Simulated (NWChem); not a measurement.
# CH₃BClI; SMILES CB(Cl)I

```xyz
7

B     -0.4419     1.0119     0.0215
Cl     0.8269     2.2167    -0.0009
I      0.1282    -1.0527     0.0005
C     -1.9452     1.4160     0.0029
H     -2.5946     0.6849     0.5042
H     -2.2622     1.4460    -1.0567
H     -2.1128     2.4206     0.4181
```
Atoms are numbered in this order, from 1.

Structure relaxed at the PBE0/def2-SVP level. def2 effective core potentials on I; no spin-orbit coupling.

Q: List the 6 lowest vertical singlet excitations from PBE/def2-SVP with def2 effective core potentials on I, full TDDFT (NWChem).

A: 
```json
[
 {"state": "S1", "energy (eV)": "4.06", "oscillator strength": "0.000", "leading excitation (squared amplitude)": "HOMO → LUMO (1.00)"},
 {"state": "S2", "energy (eV)": "5.03", "oscillator strength": "0.097", "leading excitation (squared amplitude)": "HOMO−1 → LUMO (0.95)"},
 {"state": "S3", "energy (eV)": "5.11", "oscillator strength": "0.001", "leading excitation (squared amplitude)": "HOMO−2 → LUMO (0.99)"},
 {"state": "S4", "energy (eV)": "6.45", "oscillator strength": "0.002", "leading excitation (squared amplitude)": "HOMO → LUMO+1 (0.97)"},
 {"state": "S5", "energy (eV)": "6.66", "oscillator strength": "0.003", "leading excitation (squared amplitude)": "HOMO−4 → LUMO (0.97)"},
 {"state": "S6", "energy (eV)": "6.83", "oscillator strength": "0.002", "leading excitation (squared amplitude)": "HOMO−1 → LUMO+1 (0.99)"}
]
```
